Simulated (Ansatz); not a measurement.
H4OSn (SMILES [OH][SnH3]) moved off its minimum; all values from Ansatz (a quantum-chemistry and plane-wave program), cores frozen in correlated methods. Elements past Kr take the def2 small-core potentials, without spin–orbit coupling.
(charge 0, multiplicity 1)
```xyz
6

Sn    -0.07798     0.17474    -0.13057
O      1.65322    -0.07181     0.60042
H     -0.58951     1.63251    -0.79339
H     -1.20562    -0.15800     1.33781
H     -0.58372    -1.13982    -1.26814
H      2.44705    -0.04880     0.02529
```

Give the forces (eV/Å), the total energy and the dipole at CCSD(T)/def2-TZVPPD.


```
atom      Fx      Fy      Fz
----  ------  ------  ------
Sn1   -3.706  -1.673   0.336
O2     2.734  -0.052   0.026
H3     0.264   0.671  -0.245
H4     1.084   0.374  -1.122
H5     0.568   0.676   0.446
H6    -0.945   0.004   0.559
```
Energy -290.9559 hartree, dipole 2.01 D.
